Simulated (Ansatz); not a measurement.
Calculated with Ansatz (gas phase, PBE0-D4/def2-TZVP geometries, no zero-point term in ΔE). CCSD(T)/CBS is the MP2 limit (def2-TZVPP, def2-QZVPP) plus CCSD(T) − MP2 in def2-TZVPP, frozen cores. This one scheme is used for every species. DFT in def2-TZVPP. B3LYP here is the variant with VWN-RPA as its local correlation; programs differ in this. HSE06 is defined as in plane-wave codes. Elements past krypton have def2 core potentials. For I outer-core shells are correlated without core-valence functions, which leaves a few kJ/mol of doubt a bond. Each species was taken in one conformer, which may not be the lowest.

`ClC[SiH](Cl)I` + H₂S → `S[SiH](Cl)CCl` + HI  (ligand exchange at the Si–I bond)

```
           level  ΔE (kJ/mol)  difference from CCSD(T)/CBS
         BLYP-D4         19.9                         -5.7
         PBE0-D4         21.9                         -3.7
      r2SCANh-D4         20.6                         -5.0
        HSE06-D4         22.2                         -3.4
         ωB97M-V         20.7                         -4.9
             PBE         20.2                         -5.4
          revPBE         21.2                         -4.4
            PBE0         21.2                         -4.4
           B3LYP         19.9                         -5.7
           BHLYP         20.6                         -5.0
       CAM-B3LYP         18.0                         -7.6
    MP2/def2-SVP         21.2                         -4.4
   CCSD/def2-SVP         18.3                         -7.3
CCSD(T)/def2-SVP         18.0                         -7.6
   HF/def2-TZVPP         23.0                         -2.6
  CCSD/CBS(def2)         25.9                          0.3
     CCSD(T)/CBS         25.6                            0
```

Largest T1 diagnostic among the species: 0.010.

Leaving LDA and LC-ωPBE aside and taking each functional with its dispersion term where it has one, the values, not all of them listed here, spread over 9.8 kJ/mol, from B97M-V to BHLYP-D4. LDA lies −3.3 kJ/mol from PBE without D4. At CCSD(T), def2-SVP lies −7.6 kJ/mol from the extrapolated value and def2-TZVPP −6.3 kJ/mol.
